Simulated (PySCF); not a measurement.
# Stationary points of H₄WS

Level of theory: PBE0 in PySCF with W def2-TZVP with ECP60, S def2-TZVP, H def2-TZVP; scalar-relativistic core potentials, no spin–orbit coupling; density-fitted integrals.

Relaxations began from a few typed shapes. The search is not exhaustive: other isomers or separated fragments can lie lower, and high-lying points may rest on an excited occupation.

(1) Order these stationary points by electronic energy, lowest first, in kJ/mol from the lowest minimum.
A. singlet Cs: W–H 1.671 Å (×2), W–H 1.724 Å (×2), W–S 2.086 Å; H–W–H 60.8°, H–W–H 70.3° (×2), H–W–H 124.6° (×2), H–W–H 126.6°, H–W–S 97.9° (×2)
B. singlet C3v: W–H 1.687 Å (×3), W–H 1.824 Å, W–S 2.122 Å; H–W–H 86.2° (×3), H–W–H 119.6° (×3), H–W–S 93.8° (×3), H–W–S 180.0°
C. singlet Cs: W–H 1.680 Å (×2), W–H 1.691 Å, W–H 1.755 Å, W–S 2.086 Å; H–W–H 60.3° (×2), H–W–H 112.3° (×2), H–W–H 119.9°, H–W–H 130.9°, H–W–S 96.6° (×2)
D. singlet C4v: W–H 1.724 Å (×4), W–S 2.103 Å; H–W–H 80.2° (×4), H–W–H 131.3° (×2), H–W–S 114.4° (×4)

(2) Which of them are minima?

## Answers

(1) C (0.0), A (2.6), D (67.0), B (99.8).

(2) By energy in kJ/mol, 0.0: minimum; 2.6: minimum; 67.0: saddle point, 2 imaginary modes; 99.8: saddle point, 2 imaginary modes.

For the lowest minimum: stability towards spin polarisation was not tested. Spin–orbit coupling, left out here, can matter for elements this heavy.
